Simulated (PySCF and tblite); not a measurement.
Values are calculated unless marked as measured or tabulated.
C6H12O, numbered as in [OH:1][CH:2]1[CH2:3][CH2:4][CH2:5][CH2:6][CH2:7]1.

The ensemble was built from 90 distance-geometry starts (ETKDG and KDG, MMFF94s, GFN2-xTB) and rests on PBE0-D3(BJ)/def2-SVP geometries. Energies: PBE0-D3(BJ)/def2-TZVP (IEF-PCM, chloroform), with GFN2-xTB thermal terms (modes under about 100 cm⁻¹ blended into free rotors). Symmetry numbers and mirror images are counted. Conformers within 3 kcal/mol (GFN2-xTB free energy) were kept, 8 at most. Couplings: B3LYP/pcSseg-1 with pcJ-1 on H (gas phase; spin-dipole term only for pairs with B, N, F, Si or P). Couplings are for ¹H. Of two unlike H on one atom, a is the less shielded (PBE0/pcSseg-1 (IEF-PCM, chloroform)). Codes: tblite and PySCF.

Torsions listed: H1–O1–C2–C3. The 6-ring runs over atoms 2–3–4–5–6–7. Of a mirror pair one member is shown.

```json
{"conformer": "1", "shape": "6-ring chair (all substituents equatorial); -179°", "weight %": "61.5"}
{"conformer": "2", "shape": "6-ring chair (all substituents equatorial); -63°", "weight %": "23.6"}
{"conformer": "3", "shape": "6-ring chair (O1 axial); -175°", "weight %": "11.7"}
{"conformer": "4", "shape": "6-ring chair (O1 axial); -62°", "weight %": "3.2"}
```

**Question.** Give the couplings in each conformer and the averages at 298.15 K (pairs that fast motion interchanges averaged).

**Answer.** 
```csv
coupling,pairs,1,2,3,4,average (Hz)
"³J(H1,H2)",1,1.1,16.8,0.6,16.8,5.3
"³J(H2,H3b)",2,11.2,11.4,3.8,3.5,10.1
"³J(H2,H3a)",2,4.8,4.6,2.6,3.4,4.5
"⁴J(H2,H4a)",2,-0.7,-0.7,-0.9,-0.9,-0.7
"²J(H3b,H3a)",2,-14.0,-13.8,-15.1,-14.9,-14.1
"³J(H3b,H4a)",2,4.3,4.3,4.2,4.1,4.3
"³J(H3b,H4b)",2,14.8,14.2,3.1,3.1,12.9
"⁴J(H3b,H5a)",2,-0.5,-0.5,-0.6,-0.6,-0.5
"³J(H3a,H4a)",2,3.6,3.6,14.9,15.4,5.3
"³J(H3a,H4b)",2,3.9,3.9,4.5,4.8,4.0
"⁴J(H3a,H5b)",2,-0.6,-0.6,-0.6,-0.6,-0.6
"⁴J(H3a,H5a)",2,1.2,1.3,0.0,0.0,1.1
"⁴J(H3a,H7a)",1,2.1,2.0,0.7,0.8,1.9
"²J(H4a,H4b)",2,-15.1,-15.2,-14.6,-15.8,-15.1
"³J(H4a,H5b)",2,4.2,4.2,4.2,4.0,4.2
"³J(H4a,H5a)",2,3.1,3.1,14.5,14.4,4.8
"⁴J(H4a,H6b)",2,-0.5,-0.5,-0.6,-0.5,-0.5
"⁴J(H4a,H6a)",1,1.9,2.0,0.0,0.0,1.6
"³J(H4b,H5b)",2,14.2,14.2,3.3,3.3,12.6
"³J(H4b,H5a)",2,4.2,4.2,4.1,4.1,4.2
"²J(H5b,H5a)",1,-14.8,-14.9,-14.7,-14.8,-14.8
```
